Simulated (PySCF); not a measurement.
# How the method changes the constants of CsMg⁺

State: ¹Σ⁺ (singlet), closed shell. Set-up: Cs def2-SVPD with ECP46, Mg def2-SVPD; scalar-relativistic core potentials (PySCF 2.14). De refers to Cs⁺ + Mg in their ground configurations, without counterpoise correction. A positive dipole points towards Mg; it is taken about the centre of mass and depends on that origin.

```json
{"Level": "RHF-MP2", "Re (Å)": "4.321", "ωe (cm⁻¹)": "67.7", "De (eV)": "0.219", "μ (D)": "n/a"}
{"Level": "RHF-SCS-MP2", "Re (Å)": "4.351", "ωe (cm⁻¹)": "66.0", "De (eV)": "0.208", "μ (D)": "n/a"}
{"Level": "RHF-CCSD", "Re (Å)": "4.327", "ωe (cm⁻¹)": "67.3", "De (eV)": "0.211", "μ (D)": "n/a"}
{"Level": "RHF-CCSD(T)", "Re (Å)": "4.313", "ωe (cm⁻¹)": "68.2", "De (eV)": "0.216", "μ (D)": "n/a"}
{"Level": "PBE", "Re (Å)": "4.209", "ωe (cm⁻¹)": "70.0", "De (eV)": "0.247", "μ (D)": "0.19"}
{"Level": "r²SCAN", "Re (Å)": "4.302", "ωe (cm⁻¹)": "66.3", "De (eV)": "0.208", "μ (D)": "-0.07"}
{"Level": "M06-L", "Re (Å)": "4.286", "ωe (cm⁻¹)": "63.3", "De (eV)": "0.204", "μ (D)": "-0.31"}
{"Level": "B3LYP", "Re (Å)": "4.299", "ωe (cm⁻¹)": "64.2", "De (eV)": "0.201", "μ (D)": "-0.11"}
{"Level": "PBE0", "Re (Å)": "4.222", "ωe (cm⁻¹)": "69.9", "De (eV)": "0.232", "μ (D)": "0.11"}
{"Level": "B97-3", "Re (Å)": "4.259", "ωe (cm⁻¹)": "68.7", "De (eV)": "0.196", "μ (D)": "-0.01"}
{"Level": "CAM-B3LYP", "Re (Å)": "4.263", "ωe (cm⁻¹)": "66.3", "De (eV)": "0.204", "μ (D)": "-0.15"}
```

**Question.** Which functional lies closest to RHF-CCSD(T) in De, which farthest, and by how much do they differ from it?

**Answer.** Closest is r²SCAN (-1.1 pm in Re, -2.8 % in ωe, -0.01 eV in De against RHF-CCSD(T) in the same basis), farthest PBE (-10.4 pm in Re, +2.6 % in ωe, +0.03 eV in De). CCSD(T) converges more slowly with the basis than the functionals do and binds too weakly in this one, so the order can change at the basis-set limit.

**Question.** What does a quarter of exact exchange do here, going from PBE to PBE0?

**Answer.** PBE0 less PBE: +1.3 pm in Re, -0.1 % in ωe, -0.01 eV in De. Exact exchange removes part of the self-interaction that spreads semilocal densities, and in most molecules shortens and stiffens the bond and lowers De; here Re goes the other way.

**Question.** What does the triples do here, going from RHF-CCSD to RHF-CCSD(T)?

**Answer.** RHF-CCSD(T) less RHF-CCSD: -1.4 pm in Re, +1.3 % in ωe, +0.01 eV in De. Correlation nearly always deepens the well. The bond shortens, as in weak, metallic or heavy-atom bonds, where dispersion and the correlation of outer-core electrons pull the atoms together.

Correlated steps freeze 1 core orbital. Closed-shell solutions of metal pairs were not tested for spin polarisation, which can lower them a little. The bond is weak. Basis-set superposition, not corrected here, can be much of De in a small basis, most of all at correlated wavefunction levels. Spin–orbit coupling is left out. For an ion De counts to the pair picked by the measured ionisation energies or electron affinities, which need not be the lowest pair at this level.
